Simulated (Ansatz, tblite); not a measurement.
Cost and result up the ladder for the cluster TeSe₂ (the lowest singlet isomer of a short search) (3 atoms). The state is a singlet with charge 0. Geometry: B3LYP-D4/def2-TZVP.

```xyz
3

Se    0.530    0.163    1.301
Se   -1.369    0.324   -0.142
Te    0.839   -0.487   -1.159
```

Ansatz on 4 threads of Arm Neoverse V1 on a shared host; xTB runs through tblite on one thread. Times are rough, summed over both states, and most runs start from the orbitals of an earlier one. PBE-QIDH/def2-TZVP serves as the yardstick here, not as an exact answer. The other state is a quintet at its own geometry, which has other bonds, so the gap mixes isomer and spin.

In the def2 sets Te takes a core potential; there is no spin–orbit coupling. The xTB rows come from tblite. B3LYP takes the VWN-RPA correlation. Correlated methods freeze 22 core orbitals; core or outer-core shells of Se, Te are correlated, in sets that lack core-valence functions. At PBE0-D4/def2-TZVP a singlet of charge 0 lies 2.20 eV below the quintet, each at its own geometry. The structure comes from a short search, and lower isomers may exist.

Correlated methods converge slowly with the basis.

xTB has no spin-polarisation term.

```tsv
level	functions	quintet − singlet (eV)	difference from PBE-QIDH/def2-TZVP (eV)
B3LYP-D4/def2-TZVP	146	2.10	-0.38
LDA (SPW92)/def2-TZVP	146	2.41	-0.06
B2PLYP/def2-TZVP	146	2.27	-0.20
MP2/def2-TZVP	146	2.86	0.39
GFN2-xTB	27	3.32	0.84
PBE-QIDH/def2-TZVP	146	2.48	0.00
GFN1-xTB	27	4.30	1.82
PBE-D4/def2-TZVP	146	2.04	-0.43
r2SCAN-D4/def2-TZVP (with forces)	146	1.96	-0.52
PBE0-D4/def2-TZVP	146	2.20	-0.28
RPA@PBE/def2-TZVP	146	2.25	-0.23
HF/def2-TZVP	146	1.49	-0.98
```

Estimate how long each takes.

GFN1-xTB 0.004 s; GFN2-xTB 0.006 s; LDA (SPW92)/def2-TZVP 1.9 s; PBE-D4/def2-TZVP 3.3 s; HF/def2-TZVP 5.4 s; B3LYP-D4/def2-TZVP 5.7 s; MP2/def2-TZVP 5.8 s; PBE0-D4/def2-TZVP 6.1 s; RPA@PBE/def2-TZVP 6.6 s; r2SCAN-D4/def2-TZVP (with forces) 8.4 s; B2PLYP/def2-TZVP 9.8 s; PBE-QIDH/def2-TZVP 11 s. On shared hardware such times vary by a factor of up to 3.
